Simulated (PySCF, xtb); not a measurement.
BeClBr, SMILES [Cl][Be][Br].

xtb 6.7.1 with GFN2-xTB at its own geometry gives an orbital gap of 6.31 eV and a dipole moment of 3.49 D.

The structure is a stationary point at r2SCAN-D4/def2-TZVP.

Q: What does PySCF with CAM-B3LYP/def2-TZVPD give? (An estimate is asked for; the answer gives what the named calculation found.)

A: gap 10.30 eV (levels -10.37 and -0.07 eV), dipole 0.10 D.
